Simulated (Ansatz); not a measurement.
Mulliken charges of CH6N2Si, SMILES `NC1N[SiH2]1` from PBE/def2-TZVPP in Ansatz (PBE0-D4/def2-TZVP geometry).

| atom | x (Å) | y (Å) | z (Å) | charge (e) |
| --- | --- | --- | --- | --- |
| N1 | -0.915 | 1.090 | 0.889 | -0.289 |
| C2 | 0.220 | 0.440 | 0.326 | -0.050 |
| N3 | 0.196 | 0.053 | -1.123 | -0.287 |
| Si4 | 0.387 | -1.333 | -0.120 | 0.259 |
| H5 | -1.767 | 0.579 | 0.701 | 0.139 |
| H6 | -1.029 | 2.020 | 0.497 | 0.131 |
| H7 | 1.144 | 0.928 | 0.640 | 0.089 |
| H8 | 0.885 | 0.469 | -1.733 | 0.136 |
| H9 | -0.738 | -2.296 | -0.114 | -0.059 |
| H10 | 1.700 | -2.002 | 0.040 | -0.069 |

By hand: the dipole of these point charges (1 e Å = 4.8032 D).

Σ q r = (0.065, 0.068, 0.006) e Å, of length 0.094 e Å = 0.45 D.

How does the dipole of the full density compare? (Estimate.)

Ansatz gave: (0.132, 0.028, -0.173) e Å, 1.05 D; the point charges give 0.43 times that, at 63° from its direction.

Point charges leave out the atoms' own dipoles, such as those of lone pairs, and Mulliken's split depends on the basis, so the two needn't agree.
